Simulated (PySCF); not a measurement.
Si(F)2(Cl)(OH) (ClF₂HOSi), SMILES [Si](Cl)(F)(O)F.

Geometry optimised at PBE0-D3(BJ)/def2-SVP. The values are those of a single conformer.

These are HF/def2-TZVP (PySCF) values and carry that method's errors.

Isolated molecule, no solvent.

* **total energy**: -1023.16536 hartree
* **highest occupied level**: -13.56 eV
* **lowest empty level**: 3.12 eV
* **orbital gap**: 16.68 eV
* **dipole moment**: 2.43 D
* **quadrupole, principal values (traceless, Buckingham form, about the centre of nuclear charge)**: -5.01, -2.29, 7.30 D·Å
* **mean static polarisability**: 31.7 bohr³ (4.70 Å³)
* **polarisability, principal values**: 28.1, 30.3, 36.8 bohr³
